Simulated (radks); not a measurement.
Spherical quantum dot in the effective-mass picture: electrons in a parabolic well V = omega^2 r^2 / 2 with omega = 2.7, all in effective atomic units (hartree* = m*/eps^2 hartree, bohr* = eps/m* bohr), one dielectric constant everywhere. Calculated with a radial shooting solver with Libxc functionals: non-relativistic Kohn-Sham, PBEsol, spin-polarised, spherical densities. Levels are named by radial order and angular momentum (1s, 1p, 1d, 2s, ...), and open shells are averaged over m. Results are scaled to m* = 0.234 and eps = 7.7, for which hartree* = 107.4 meV and bohr* = 1.741 nm.

N = 9, configuration 1s2 1p6 1d(up 1, down 0). This is the lowest configuration that the search found. Occupied and some empty levels:

| level | occupation | eigenvalue (meV) | <r> (nm) |
|---|---|---|---|
| 1s up | 1 | 1284.3 | 1.418 |
| 1s down | 1 | 1287.6 | 1.411 |
| 1p up | 3 | 1492.2 | 1.819 |
| 1p down | 3 | 1497.5 | 1.815 |
| 1d up | 1 | 1716.4 | 2.121 |
| 1d down | 0 | 1722.7 | 2.120 |
| 2s up | 0 | 1744.5 | 1.921 |
| 2s down | 0 | 1749.0 | 1.924 |
| 1f up | 0 | 1953.5 | 2.374 |
| 1f down | 0 | 1960.0 | 2.376 |
| 2p up | 0 | 1990.6 | 2.205 |
| 2p down | 0 | 1994.6 | 2.208 |

Energy (meV): total 9614.21, kinetic 2425.2, external 4024.9, Hartree 3854.9, exchange-correlation -690.78.

Electron density:

| r (nm) | n(r) (e/nm^3) |
|---|---|
| 0.262 | 0.1789 |
| 0.542 | 0.2038 |
| 0.823 | 0.2275 |
| 1.10 | 0.2328 |
| 1.38 | 0.2114 |
| 1.66 | 0.1678 |
| 1.95 | 0.1151 |
| 2.23 | 0.06775 |
| 2.51 | 0.03402 |
| 2.79 | 0.01447 |
| 3.07 | 0.005290 |
| 3.35 | 0.001655 |
| 3.63 | 0.0004428 |
